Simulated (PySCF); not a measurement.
How well do the runs reproduce experiment for p-benzoquinone?

**Experimental background.**

NIST CCCBDB Release 22 (SRD 101), experimental polarizabilities lists, for the gas: mean polarisability 11.229 Å³.

The results are set against them at the end.

Species: p-benzoquinone, C₆H₄O₂.
SMILES with atom numbers: `[O:1]=[C:2]1[CH:3]=[CH:4][C:5](=[O:6])[CH:7]=[CH:8]1` (hydrogens: H9 on C3; H10 on C4; H11 on C7; H12 on C8)

Cartesian coordinates in Å at the GFN2-xTB level; atoms count from 1:
```xyz
12
C6H4O2 angstrom
O     -0.772   -2.554    0.049
C     -0.421   -1.391    0.026
C      1.003   -1.001    0.010
C      1.389    0.277   -0.016
C      0.421    1.391   -0.032
O      0.773    2.553   -0.056
C     -1.002    1.000   -0.015
C     -1.389   -0.277    0.013
H      1.714   -1.815    0.021
H      2.433    0.559   -0.028
H     -1.714    1.815   -0.025
H     -2.433   -0.560    0.026
```

Runs made with PySCF (gas phase, on this GFN2-xTB geometry; no spin–orbit coupling):

```json
{"level": "PBE0/def2-SVPD", "job": "8 singlets by full TDDFT, 3 Tamm–Dancoff triplets, polarisability", "basis functions": "198", "wall time": "26 s"}
```

Hardware: one thread, Arm Neoverse V1, on a shared host.

Results beside the measurements:

**Mean polarisability.** Measured: 11.229 Å³ (NIST CCCBDB Release 22 (SRD 101), experimental polarizabilities).

```csv
level,computed (Å³),computed − measured (Å³),% (from the printed values)
PBE0/def2-SVPD,11.159,-0.070,-1
```

The computed values are static and purely electronic, with core orbitals frozen in the response (1 au = 0.148185 Å³). The table of measured values doesn't say here whether a value is static or optical, or holds a vibrational part.

No measured geometry was used, and the causes of the misses weren't examined.
